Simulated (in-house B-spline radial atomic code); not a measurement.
Settings and results of a run for Ge3+ (an excited or competing configuration). Computed with an all-electron radial atomic-structure program (B-spline basis): scalar-relativistic (X2C) r2SCAN0, spin-polarised, spherical fractional occupations, exact exchange averaged over the configuration, Fermi nucleus of rms radius 4.0742 fm.

Command:
```bash
python run_scf.py task.json out
```
Settings (nuclear radius in fm, mass in u):
```
Z                32
configuration    [Ar] 3d9 4s1 5s1
hamiltonian      x2c
method           r2scan0
spin_polarised   True
nucleus          fermi
rms_radius       4.0742
atomic_mass      73.92118
speed_of_light   137.035999084
exact_exchange   averaged over the configuration
```

Output (hartree, bohr):
```
 radial grid: 74 intervals, B-splines of order 8, outer radius 39.1892 bohr

 iter        energy (Eh)    residual
    1       -2094.662122    6.49e-02
    2       -2094.668448    2.70e-03
    3       -2094.668581    1.24e-03
    4       -2094.668586    6.85e-04
    5       -2094.668588    7.91e-05
    6       -2094.668588    1.48e-05
    7       -2094.668588    1.76e-06
    8       -2094.668588    1.17e-06
    9       -2094.668588    6.97e-08

 total energy                     -2094.66859
 kinetic                            2138.9206
 electron-nucleus                  -5002.2414
 Hartree                             847.0062
 exact exchange                      -19.1023
 exchange-correlation                -59.2517

 orbital      occ     eigenvalue          <r>       <r^2>       <1/r>       r_max
 1s up      1.000      -407.3289    0.0466188  0.00293758      33.023     0.03029
 1s down    1.000      -407.3217    0.0466195  0.00293764     33.0224     0.03029
 2s up      1.000       -53.4890     0.209383   0.0517942     7.23163      0.1758
 2s down    1.000       -53.4387     0.209289   0.0517422     7.23466      0.1758
 2p up      3.000       -46.8975     0.183609   0.0413234     6.97593      0.1412
 2p down    3.000       -46.8573     0.183484   0.0412589     6.97943      0.1411
 3s up      1.000        -8.5782     0.617212    0.438515     2.32523      0.5399
 3s down    1.000        -8.4833     0.618462    0.440146      2.3177      0.5406
 3p up      3.000        -6.5144     0.637672    0.476818     2.15774      0.5408
 3p down    3.000        -6.4178      0.63818    0.477136     2.15333      0.5415
 3d up      5.000        -3.1427     0.689205    0.591023     1.85385      0.4983
 3d down    4.000        -3.0601     0.688212    0.588159     1.85415      0.4994
 4s up      1.000        -1.8427      1.73045     3.38005    0.766304       1.541
 5s up      1.000        -0.7583      3.77377     15.8162    0.346928       3.629
```

Cost of the run: 0.59 s on 1 thread of Arm Neoverse N1, on a shared host.

One-electron X2C: radii and densities carry no picture-change correction, so inner-shell <1/r> comes out high (for 1s by about 2 % at Z = 33, 5 % at 54, 10 % at 75, 30 % at 118) and <r> low.
